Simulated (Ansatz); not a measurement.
Reactions of `C#C[SiH]([SiH3])Cl`.

Program: Ansatz. Geometries: PBE0-D4/def2-TZVP. ΔE: electronic, gas phase. CCSD(T)/CBS is the MP2 limit (def2-TZVPP, def2-QZVPP) plus CCSD(T) − MP2 in def2-TZVPP, frozen cores. This one scheme is used for every species. For Ga outer-core shells are correlated without core-valence functions, which leaves a few kJ/mol of doubt a bond. Scalar relativity is left out up to krypton. One conformer a species, not always the lowest.

Problem. Order these by ΔE at CCSD(T)/CBS, lowest first. (Best estimate.)
A. `C#C[SiH]([SiH3])Cl` + `BSC=O` → `B[SiH]([SiH3])Cl` + `C#CSC=O`
B. `C#C[SiH]([SiH3])Cl` + `COC(=O)O` → `C#COC(=O)OC` + `[SiH3][SiH2]Cl`
C. `C#C[SiH]([SiH3])Cl` + `[NH2][AlH][GaH2]` → `[NH2][AlH][SiH]([SiH3])Cl` + `C#[C][GaH2]`
D. `C#C[SiH]([SiH3])Cl` + H₂ → `[SiH3][SiH2]Cl` + `C#C`
E. `C#C[SiH]([SiH3])Cl` + CH₃OH → `CO[SiH]([SiH3])Cl` + `C#C`
F. `C#C[SiH]([SiH3])Cl` + `CNC` → `CN(C)[SiH]([SiH3])Cl` + `C#C`

Solution. E (-15.6 kcal/mol), F (-7.0 kcal/mol), C (+0.9 kcal/mol), D (+4.7 kcal/mol), B (+39.8 kcal/mol), A (+45.1 kcal/mol).

Largest T1 diagnostic: 0.018, for `BSC=O`.
